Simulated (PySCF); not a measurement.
C₄H₆BNO, SMILES CC1=CB(O)C=N1.

The structure is a stationary point at PBE-D3(BJ)/def2-SVP. This is a generated structure with no PubChem entry under its InChIKey; it may be hypothetical. One conformer was computed; it need not be the lowest.

Level of theory: r2SCAN/def2-TZVP run with PySCF.

### Question
Estimate the frontier levels, gap, dipole moment and polarisability. (Estimate from the structure and the level; the computed values follow.)

### Answer

The highest occupied level is -6.00 eV, the lowest empty level comes out as -3.28 eV and the orbital gap comes out as 2.72 eV. The dipole moment is 2.48 D. The quadrupole, principal values (traceless, Buckingham form, about the centre of nuclear charge) comes out as -3.43, 0.12, 3.32 D·Å, the mean static polarisability is 70.3 bohr³ (10.42 Å³) and the polarisability, principal values is 45.0, 71.1, 94.9 bohr³.
